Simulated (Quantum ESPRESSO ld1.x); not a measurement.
ld1.x (Quantum ESPRESSO 7.5) input

```
 &input
    zed=51.0,
    iswitch=1,
    rel=1,
    dft='REVPBE',
    config='[Kr] 4d10 5s1 5p4',
    prefix='ld1',
    max_out_wfc=37,
    file_charge='ld1.rho',
 /
```

Command: `OMP_NUM_THREADS=1 ld1.x < ld1.in > ld1.out`

Output:

```
     Program LD1 v.7.5 starts

     --------------------------- All-electron run ----------------------------

     scalar relativistic calculation

     atomic number is 51.00
     dft =REVPBE   lsd =0 sic =0 latt =0  beta=0.20 tr2=1.0E-14
     Exchange-correlation= REVPBE
                           (   1   4   4   4   0   0   0)
     mesh =2069 r(mesh) = 100.70288 a.u. xmin = -8.00 dx = 0.00800
     1 Ry =  13.60569312 eV, c = 137.03599908

     n l     nl                  e(Ry)          e(Ha)          e(eV)
     1 0     1S 1( 2.00)     -2227.6279     -1113.8139    -30308.4212
     2 0     2S 1( 2.00)      -339.0703      -169.5352     -4613.2867
     2 1     2P 1( 6.00)      -304.3771      -152.1886     -4141.2618
     3 0     3S 1( 2.00)       -66.5658       -33.2829      -905.6743
     3 1     3P 1( 6.00)       -55.2591       -27.6296      -751.8390
     4 0     4S 1( 2.00)       -11.0483        -5.5241      -150.3193
     4 1     4P 1( 6.00)        -7.5888        -3.7944      -103.2514
     3 2     3D 1(10.00)       -38.0201       -19.0101      -517.2903
     4 2     4D 1(10.00)        -2.5642        -1.2821       -34.8883
     5 0     5S 1( 1.00)        -0.9964        -0.4982       -13.5568
     5 1     5P 1( 4.00)        -0.3943        -0.1972        -5.3653

     final scf error:  5.2E-15 reached in  24 iterations

     Etot =  -12962.788386 Ry,   -6481.394193 Ha, -176367.720797 eV

     Ekin =   13557.939764 Ry,    6778.969882 Ha,  184465.167813 eV
     Encl =  -31345.891326 Ry,  -15672.945663 Ha, -426482.578050 eV
     Eh   =    5165.746314 Ry,    2582.873157 Ha,   70283.559101 eV
     Exc  =    -340.583138 Ry,    -170.291569 Ha,   -4633.869661 eV

     normalization and overlap integrals

     s(1S/1S) =  1.000000  <r> =   0.0284  <r2> =    0.0011  r(max) =   0.0184
     s(1S/2S) = -0.013816
     s(1S/3S) = -0.005799
     s(1S/4S) = -0.002600
     s(1S/5S) = -0.000881
     s(2S/2S) =  1.000000  <r> =   0.1226  <r2> =    0.0177  r(max) =   0.1035
     s(2S/3S) = -0.003564
     s(2S/4S) = -0.001538
     s(2S/5S) = -0.000518
     s(2P/2P) =  1.000000  <r> =   0.1071  <r2> =    0.0140  r(max) =   0.0828
     s(2P/3P) = -0.002907
     s(2P/4P) = -0.001169
     s(2P/5P) = -0.000316
     s(3S/3S) =  1.000000  <r> =   0.3305  <r2> =    0.1248  r(max) =   0.3000
     s(3S/4S) = -0.001035
     s(3S/5S) = -0.000340
     s(3P/3P) =  1.000000  <r> =   0.3287  <r2> =    0.1254  r(max) =   0.2929
     s(3P/4P) = -0.000871
     s(3P/5P) = -0.000230
     s(4S/4S) =  1.000000  <r> =   0.7908  <r2> =    0.7070  r(max) =   0.7234
     s(4S/5S) = -0.000212
     s(4P/4P) =  1.000000  <r> =   0.8520  <r2> =    0.8284  r(max) =   0.7650
     s(4P/5P) = -0.000142
     s(3D/3D) =  1.000000  <r> =   0.3054  <r2> =    0.1106  r(max) =   0.2437
     s(3D/4D) = -0.000573
     s(4D/4D) =  1.000000  <r> =   1.0270  <r2> =    1.2453  r(max) =   0.8489
     s(5S/5S) =  1.000000  <r> =   2.2056  <r2> =    5.5321  r(max) =   1.8892
     s(5P/5P) =  1.000000  <r> =   2.8467  <r2> =    9.4063  r(max) =   2.3261

     ------------------------ End of All-electron run ------------------------
```

Run on one thread of a shared host, so times are rough (Intel(R) Xeon(R) Processor @ 2.60GHz): 0.52 s of CPU time, 1.7 s wall, 24 iterations on 2069 mesh points.
